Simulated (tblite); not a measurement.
Species: C4H9F3Si2.
Atom-mapped SMILES: `[F:1][C:2]([F:3])([F:4])[C@@H:5]1[CH2:6][CH2:7][SiH2:8][SiH2:9]1` (hydrogens: H10 on C5; H11, H12 on C6; H13, H14 on C7; H15, H16 on Si8; H17, H18 on Si9)

A start from a force field or distance geometry was refined with tblite 0.8.0, GFN2-xTB geometry optimisation, gas phase. Values at the start:

```json
{"coordinate": "F1–C2", "start": "1.358 Å"}
{"coordinate": "C2–C5", "start": "1.502 Å"}
{"coordinate": "C5–C6", "start": "1.549 Å"}
{"coordinate": "C5–Si9", "start": "1.919 Å"}
{"coordinate": "C5–H10", "start": "1.099 Å"}
{"coordinate": "C6–C7", "start": "1.537 Å"}
{"coordinate": "C6–H11", "start": "1.100 Å"}
{"coordinate": "C6–H12", "start": "1.096 Å"}
{"coordinate": "C7–Si8", "start": "1.896 Å"}
{"coordinate": "C7–H13", "start": "1.084 Å"}
{"coordinate": "C7–H14", "start": "1.092 Å"}
{"coordinate": "Si8–Si9", "start": "2.348 Å"}
{"coordinate": "Si8–H15", "start": "1.488 Å"}
{"coordinate": "Si8–H16", "start": "1.483 Å"}
{"coordinate": "Si9–H17", "start": "1.481 Å"}
{"coordinate": "Si9–H18", "start": "1.486 Å"}
{"coordinate": "F1–C2–F3", "start": "107.1°"}
{"coordinate": "F1–C2–C5", "start": "112.3°"}
{"coordinate": "C2–C5–C6", "start": "112.0°"}
{"coordinate": "C2–C5–Si9", "start": "112.1°"}
{"coordinate": "F3–C2–C5", "start": "112.9°"}
{"coordinate": "C5–Si9–Si8", "start": "92.7°"}
{"coordinate": "C6–C7–Si8", "start": "110.1°"}
{"coordinate": "C7–Si8–Si9", "start": "93.1°"}
{"coordinate": "C2–C5–Si9–Si8", "start": "150°"}
{"coordinate": "C7–Si8–Si9–C5", "start": "1°"}
```

**Question.** How do these coordinates change at the GFN2-xTB level?

**Answer.** 
| coordinate | GFN2-xTB (Å or °) | change |
| --- | --- | --- |
| Si8–Si9 | 2.319 | -0.029 |
| C7–Si8 | 1.918 | +0.022 |
| Si9–H18 | 1.465 | -0.021 |
| Si8–H15 | 1.468 | -0.020 |
| Si9–H17 | 1.464 | -0.017 |
| Si8–H16 | 1.466 | -0.017 |
| C5–C6 | 1.532 | -0.017 |
| C5–Si9 | 1.932 | +0.013 |
| F1–C2 | 1.346 | -0.012 |
| C6–C7 | 1.529 | -0.008 |
| C7–H13 | 1.092 | +0.008 |
| C2–C5 | 1.496 | -0.006 |
| C6–H11 | 1.094 | -0.006 |
| C5–H10 | 1.094 | -0.005 |
| C7–H14 | 1.089 | -0.003 |
| C6–H12 | 1.095 | -0.001 |
| C2–C5–C6 | 110.6 | -1.4 |
| C2–C5–Si9 | 110.8 | -1.3 |
| F1–C2–F3 | 105.9 | -1.2 |
| C6–C7–Si8 | 109.0 | -1.1 |
| C7–Si8–Si9 | 93.9 | +0.8 |
| F1–C2–C5 | 113.0 | +0.7 |
| F3–C2–C5 | 112.3 | -0.6 |
| C5–Si9–Si8 | 92.2 | -0.5 |
| C2–C5–Si9–Si8 | 149 | -1 |
| C7–Si8–Si9–C5 | 0 | -1 |

The energy falls by 4.1 kcal/mol over 36 L-BFGS steps, the largest force on an atom goes from 0.91 to 0.009 eV/Å, and the atoms move by 0.082 Å rms after alignment. The bond that changes most is Si8–Si9 (both ends SiH2 silicon), which shortens by 0.029 Å. Bonds longer at the end by more than 0.005 Å: 3 of 18; shorter: 13. Rotational constants go from 2148, 745.6, 635.4 to 2173, 757.3, 642.7 MHz.

Hardware: an Intel Xeon at 2.50 GHz with one thread, shared host. Cost: 1.0 s.

Its GFN2-xTB frequencies are all real (lowest 52 cm⁻¹). The numbers are those of one conformer.

The numbers are calculated, not measured.
